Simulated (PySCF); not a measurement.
Isomers of C8H10Si, one conformer each; single-point electronic energies without zero-point terms and without any empirical dispersion term.

Level: PBE0/pcSseg-1 in PySCF, non-relativistic, each on one gas-phase PBE0-D3(BJ)/def2-SVP geometry that isn't relaxed in the solvent. The solvent is an IEF-PCM continuum (Bondi radii, 1.10 Å for H, scaled by 1.2). Specific hydrogen bonds and non-electrostatic terms are outside this model.

```
                       isomer  relative energy, gas (kcal/mol)  dipole (D)
  `c1ccc([C@@H]2C[SiH2]2)cc1`                              0.0        0.80
        `C#C[Si]1(C=C)CC=CC1`                             29.3        0.45
   `C(C1C(=C[SiH2]C=1)C=C)=C`                             30.9        0.72
      `C#CC1=C[Si@H](CC)C=C1`                             36.4        0.87
    `[SiH3]CC1=CC2=C(C=C1)C2`                             36.6        0.50
`C1=C(C=C[SiH2]1)[C@H](C#C)C`                             45.4        0.92
      `C(=C\C#CC#CC)/C[SiH3]`                             66.1        0.43
```

Q: How do the relative energies look in acetone (ε = 20.49)?

A: 
| isomer | relative energy, solvent (kcal/mol) | E(solvent) − E(gas) (kcal/mol) | dipole in solvent (D) |
| --- | --- | --- | --- |
| `c1ccc([C@@H]2C[SiH2]2)cc1` | 0.0 | -3.7 | 1.15 |
| `C#C[Si]1(C=C)CC=CC1` | 28.9 | -4.0 | 0.52 |
| `C(C1C(=C[SiH2]C=1)C=C)=C` | 31.8 | -2.8 | 0.86 |
| `C#CC1=C[Si@H](CC)C=C1` | 36.3 | -3.8 | 1.19 |
| `[SiH3]CC1=CC2=C(C=C1)C2` | 37.4 | -2.9 | 0.75 |
| `C1=C(C=C[SiH2]1)[C@H](C#C)C` | 45.0 | -4.1 | 1.40 |
| `C(=C\C#CC#CC)/C[SiH3]` | 64.7 | -5.0 | 0.71 |

The order is unchanged. Conformers: `[cH:1]1[cH:2][cH:3][c:4]([C@@H:5]2[CH2:6][SiH2:7]2)[cH:8][cH:9]1` with C3–C4–C5–C6 23°; `[CH:1]#[C:2][Si:3]1([CH:4]=[CH2:5])[CH2:6][CH:7]=[CH:8][CH2:9]1` with C2–Si3–C4–C5 -1°; `[CH2:1]=[CH:2][C:3]1=[CH:4][SiH2:5][CH:6]=[C:7]1[CH:8]=[CH2:9]` with C1–C2–C3–C4 148°, C6–C7–C8–C9 148°; `[CH:1]#[C:2][C:3]1=[CH:4][Si@H:5]([CH2:6][CH3:7])[CH:8]=[CH:9]1` with C4–Si5–C6–C7 67°; `[SiH3:1][CH2:2][c:3]1[cH:4][cH:5][c:6]2[c:7]([cH:8]1)[CH2:9]2` with Si1–C2–C3–C4 89°; `[CH:1]#[C:2][C@H:3]([CH3:4])[C:5]1=[CH:6][SiH2:7][CH:8]=[CH:9]1` with C2–C3–C5–C6 14°; `[CH3:1][C:2]#[C:3][C:4]#[C:5]/[CH:6]=[CH:7]/[CH2:8][SiH3:9]` with C6–C7–C8–Si9 -103°. `C(=C\C#CC#CC)/C[SiH3]` gains most from the continuum, while `C1=C(C=C[SiH2]1)[C@H](C#C)C` has the largest gas-phase dipole. The gains span 2.2 kcal/mol, the gas-phase energies 66.1 kcal/mol.
